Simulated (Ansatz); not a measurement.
Geometry optimisation, RKS PBE-D4/def2-SVP (Ansatz).

Input file:

```yaml
crystal:
  periodic: [false, false, false]
  atoms:
    - { symbol: Si, position_ang: [-1.157669, 0.457424, -0.412075] }
    - { symbol: F, position_ang: [1.683134, 1.35258, -0.202607] }
    - { symbol: O, position_ang: [0.136948, -0.65073, -0.376721] }
    - { symbol: C, position_ang: [0.485801, -1.4176, 0.778897] }
    - { symbol: H, position_ang: [-2.345253, -0.118673, -1.110648] }
    - { symbol: H, position_ang: [-1.458425, 0.830731, 1.013344] }
    - { symbol: H, position_ang: [1.205175, 0.605467, -0.498396] }
    - { symbol: O, position_ang: [-0.569285, 1.723973, -1.410315] }
    - { symbol: H, position_ang: [1.012253, -0.790367, 1.531408] }
    - { symbol: H, position_ang: [-0.402743, -1.88187, 1.258201] }
    - { symbol: H, position_ang: [1.165336, -2.231406, 0.457999] }
    - { symbol: H, position_ang: [0.244829, 2.120372, -1.028986] }
basis:
  gaussian: { orbitals: def2-SVP }
hamiltonian:
  xc: pbe
  dispersion: d4
relax:
  f_tol: 0.03
  max_steps: 50
```

Launched with:

```bash
$ ansatz run input.yaml --threads 2 --pin off --max-ram 3072MiB --backend cpu --events-out ev --progress --plain --runs-dir out
```

**Question.** Where does it end, and by what steps?

**Answer.** The run converged. The force dipped under the threshold on the way, but the program's further checks kept it going. After 12 steps the energy has fallen by 0.198 eV; H9 moved furthest, 0.80 Å.

```json
{"step": "0", "energy less start (eV)": "0.0000", "largest force component (eV/Å)": "1.494", "accepted": "yes"}
{"step": "1", "energy less start (eV)": "-0.1310", "largest force component (eV/Å)": "0.906", "accepted": "yes"}
{"step": "2", "energy less start (eV)": "-0.1596", "largest force component (eV/Å)": "0.215", "accepted": "yes"}
{"step": "3", "energy less start (eV)": "-0.1736", "largest force component (eV/Å)": "0.194", "accepted": "yes"}
{"step": "4", "energy less start (eV)": "-0.1810", "largest force component (eV/Å)": "0.154", "accepted": "yes"}
{"step": "5", "energy less start (eV)": "-0.1846", "largest force component (eV/Å)": "0.167", "accepted": "yes"}
{"step": "6", "energy less start (eV)": "-0.1872", "largest force component (eV/Å)": "0.232", "accepted": "yes"}
{"step": "7", "energy less start (eV)": "-0.1912", "largest force component (eV/Å)": "0.146", "accepted": "yes"}
{"step": "8", "energy less start (eV)": "-0.1952", "largest force component (eV/Å)": "0.017", "accepted": "yes"}
{"step": "9", "energy less start (eV)": "-0.1965", "largest force component (eV/Å)": "0.107", "accepted": "yes"}
{"step": "10", "energy less start (eV)": "-0.1973", "largest force component (eV/Å)": "0.044", "accepted": "yes"}
{"step": "11", "energy less start (eV)": "-0.1978", "largest force component (eV/Å)": "0.008", "accepted": "yes"}
{"step": "12", "energy less start (eV)": "-0.1980", "largest force component (eV/Å)": "0.028", "accepted": "yes"}
```

```xyz
12
Properties=species:S:1:pos:R:3
Si -1.115 0.571 -0.280
F 1.831 1.490 -0.597
O 0.267 -0.453 -0.195
C 0.400 -1.488 0.774
H -2.300 -0.205 -0.764
H -1.339 1.081 1.119
H 1.428 0.616 -0.448
O -0.727 1.721 -1.403
H 0.334 -1.096 1.815
H -0.385 -2.265 0.637
H 1.390 -1.969 0.640
H 0.217 1.998 -1.299
```

Time of the run: 16 s on 2 threads of Intel(R) Xeon(R) 6975P-C (Granite Rapids), with other jobs on the host, peak memory 0.17 GiB.
